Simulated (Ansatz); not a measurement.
Start from `C=C=O` and change one atom or group to get `O=C=C[TeH]`.

Ansatz, PBE0-D4/def2-TZVP geometries, multiplicity 1. 

Elements past krypton have def2 core potentials.

| property | `C=C=O` |
| --- | --- |
| LUMO energy (PBE0/def2-TZVPP) / eV | -0.91 |
| HOMO energy (PBE0/def2-TZVPP) / eV | -7.12 |
| HOMO–LUMO gap (PBE0/def2-TZVPP) / eV | 6.21 |
| HOMO energy (PBE/def2-TZVPP) / eV | -5.86 |
| LUMO energy (PBE/def2-TZVPP) / eV | -2.06 |
| LUMO energy (B3LYP/def2-TZVPP) / eV | -1.20 |

(1) What does the change do to each property? (An estimate is asked.)

Answers

(1) Computed: 
| property | `O=C=C[TeH]` | shift |
| --- | --- | --- |
| LUMO energy (PBE0/def2-TZVPP) / eV | -1.69 | -0.78 |
| HOMO energy (PBE0/def2-TZVPP) / eV | -6.66 | 0.46 |
| HOMO–LUMO gap (PBE0/def2-TZVPP) / eV | 4.98 | -1.23 |
| HOMO energy (PBE/def2-TZVPP) / eV | -5.61 | 0.25 |
| LUMO energy (PBE/def2-TZVPP) / eV | -2.63 | -0.57 |
| LUMO energy (B3LYP/def2-TZVPP) / eV | -1.91 | -0.71 |

With PBE0 the HOMO rises by 0.46 eV and the LUMO falls by 0.78 eV, so the gap narrows by about 1.24 eV. PBE moves the HOMO by 0.25 eV and ωB97M-V by 0.58 eV. The zero-point energy changes by -4.0 kJ/mol with +3 modes.

B3LYP here is the variant with VWN-RPA as its local correlation; programs differ in this.

Spin–orbit coupling is left out; it splits and shifts lone-pair levels of the heavy atoms by tenths of an eV.
